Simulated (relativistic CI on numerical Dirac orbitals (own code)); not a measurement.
In⁺: sensitivity of the levels to the model

Base calculation: Dirac-Coulomb-Breit CI, orbitals from a KLI potential per configuration, a model potential for QED, valence Slater integrals scaled by 0.85, P86 correlation energy added to each configuration.

CI space (outside the closed core [Kr] 4d10): 5s2, 5s 5p, 5s 6s, 5p2, 5s 5d, 5s 6p, 5d2, 5s 7s, 5s 4f, 5s 6d, 5p 5d, 5s 7p, 5s 5f, 5s 5g, 5s 7d, 5s 6f. Levels of other configurations are missing.

Variants: (1) self-excluded LDA correlation estimate; (2) no correlation estimate; (3) QED terms removed. Shifts of the energy above 5s2 1S_0, in cm⁻¹, for the lowest level and the first level of each name with at least 55 % of one term (blank where a level changes its place among those of its configuration and J or its character, or is not in the variant):

| Level | Base | Δ(1) | Δ(2) | Δ(3) | Measured |
| --- | --- | --- | --- | --- | --- |
| 5s2 1S_0 | 0.0 | 0.0 | 0.0 | 0.0 | 0.0 |
| 5s 5p 3P°_0 | 37622.3 | +294.9 | -1271.4 | +100.0 | 42276.4 |
| 5s 5p 3P°_1 | 38643.4 | +295.9 | -1272.9 | +98.3 | 43350.9 |
| 5s 5p 3P°_2 | 40878.3 | +296.9 | -1274.4 | +94.0 | 45829.6 |
| 5s 5p 1P°_1 | 61353.0 | +398.5 | -1420.7 | +99.0 | 63038.2 |
| 5s 6s 3S_1 | 89279.6 | +3023.2 | -3706.1 | +67.7 | 93923.4 |
| 5s 5d 1D_2 | 91658.8 | +1537.1 | -3176.6 | +139.2 |  |
| 5s 6s 1S_0 | 92832.6 | +2989.7 | -3706.2 | +68.2 | 97029.7 |
| 5p2 3P_0 | 97017.6 | +596.0 | -2304.2 | +219.3 | 101607.7 |
| 5s 5d 3D_1 | 97329.7 | +2236.2 | -3682.0 | +90.4 | 102088.0 |
| 5s 5d 3D_2 | 97398.9 | +2210.7 | -3685.1 | +89.5 | 102174.0 |
| 5s 5d 3D_3 | 97505.3 | +2216.7 | -3686.8 | +89.0 | 102307.6 |
| 5p2 3P_1 | 98317.3 | +549.1 | -2306.9 | +216.3 | 103248.8 |
| 5p2 3P_2 | 100383.8 | +608.8 | -2332.5 | +210.6 | 105564.6 |

Correlation outside the listed configurations is missing or only estimated: errors of thousands of cm⁻¹ between configurations and terms are usual at this charge. Rates and lifetimes follow the computed energies and can be off by large factors. The fine structure of a lone outer electron comes out too small, for d and f at times inverted, and misplaced configurations move strength between like terms. 17 of the 19 excited levels that our extract of the measured tables holds in this range could be paired (the sources list more); they are missed by 4338 cm⁻¹ on average and 5181 at most, and levels without a partner can miss by more.

Measured levels: NIST Handbook of Basic Atomic Spectroscopic Data (Sansonetti and Martin, J. Phys. Chem. Ref. Data 34, 1559 (2005)).

Ionisation energy from the two ground configurations alone: base 17.92 eV; self-excluded LDA correlation estimate 18.15 eV; no correlation estimate 16.98 eV; QED terms removed 17.93 eV. The NIST ASD value (measured) is 18.8704 eV. The gap of more than 2 % comes from missing correlation.

LS names give the leading component of a level, which can be under half, so a name can repeat, a term be missing and a line seem to break the LS rules.
